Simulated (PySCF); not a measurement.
## Electron correlation in F⁺ (fluorine, charge +1)

[He] 2s2 2p4, high-spin 3P determinant. Calculation: PySCF 2.14, in aug-cc-pCVTZ-DK (7s6p4d2f, 59 functions); scalar relativity by spin-free X2C-1e. Frozen: 1s2; 6 electrons correlated.

```json
{"level": "CCSD", "correlation energy (mhartree)": "-165.02"}
{"level": "(T)", "correlation energy (mhartree)": "-2.34"}
{"level": "CCSD(T)", "correlation energy (mhartree)": "-167.36"}
```

Diagnostics: T1 = 0.0042, D1 = 0.0083, largest double amplitude 0.025.

Is a single reference adequate?

Yes: T1 lies below 0.03 and no double amplitude reaches 0.07.
